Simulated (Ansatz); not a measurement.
Saddle point of AlSiNH6O, singlet (AlSiNH₆O ([NH2][Al]([OH])[SiH3]) → AlSiNH₆O ([OH][AlH][NH][SiH3]); bonds formed: Al1–H4, Si2–N3; bonds broken: Al1–Si2, N3–H4), PBE0-D4/def2-TZVP structure:

Al1  (-1.061, 0.654, 0.296)
Si2  (1.282, -0.706, -0.252)
N3  (-1.512, 0.676, -1.316)
H4  (-0.029, -0.035, -1.008)
O5  (-0.951, 0.907, 1.952)
H6  (1.002, -1.696, 0.826)
H7  (1.810, -1.423, -1.438)
H8  (2.283, 0.274, 0.241)
H9  (-2.235, 1.003, -1.937)
H10  (-0.590, 0.346, 2.635)
(Å)

Energies are electronic, without zero-point energy. Barriers and step energies count from the start structure reached by relaxing down the imaginary mode; all methods use the PBE0-D4 structures, on which another method's saddle can fall below an end. Computed with Ansatz 0.2.0 (basis: def2-TZVPP, with def2-QZVPP for the basis limit); correlated methods freeze the cores. B3LYP uses VWN-RPA correlation. Extrapolation: Hartree–Fock as exp(−7.88 √X), correlation as X^−2.97.

```
      method  barrier (kJ/mol)  step energy (kJ/mol)
       SPW92             287.2                 -27.3
      PBE-D4                 ?                 -24.1
     BLYP-D4             296.9                 -39.4
   r2SCAN-D4             312.6                 -38.1
      B97M-V                 ?                 -49.7
     PBE0-D4             327.3                 -30.5
    B3LYP-D4             322.3                 -43.0
  r2SCAN0-D4             334.6                 -41.4
    BHLYP-D4             355.8                 -50.8
CAM-B3LYP-D4             337.1                 -47.9
     wB97X-V             344.1                 -43.3
     wB97M-V             331.1                 -49.6
      B2PLYP             322.3                 -46.7
    PBE-QIDH                 ?                 -42.3
  RPA on PBE             324.2                 -46.7
          HF             403.8                 -59.6
         MP2             319.0                 -53.8
        CCSD             347.0                 -46.3
     CCSD(T)             330.7                 -44.8
```

Task: Fill in the withheld barriers. (Judge from chemistry; the value comes from the calculation.)

Result: Computed: B97M-V 327.2; PBE-D4 296.7; PBE-QIDH 337.5 kJ/mol. Each is the energy of the saddle less that of the start structure, by the same method.

For comparison, the barrier by CCSD(T) at an estimated basis limit (MP2 extrapolated from triple and quadruple zeta, plus CCSD(T) − MP2 in triple zeta) is 327.2 kJ/mol.

The T1 diagnostic stays at or below 0.021.

Labels in which every atom is bracketed show which atoms are joined, not bond orders.

For scale, one of the runs: CCSD(T)/def2-TZVPP, 230 basis functions, launched by `ansatz run in.yaml --threads 4 --pin off --events-out ev --progress --plain --max-ram 9574MiB`. Hardware: 4 CPU threads of an Arm Neoverse V2, shared host. Wall time 91 s; peak host memory 3.7 GiB.
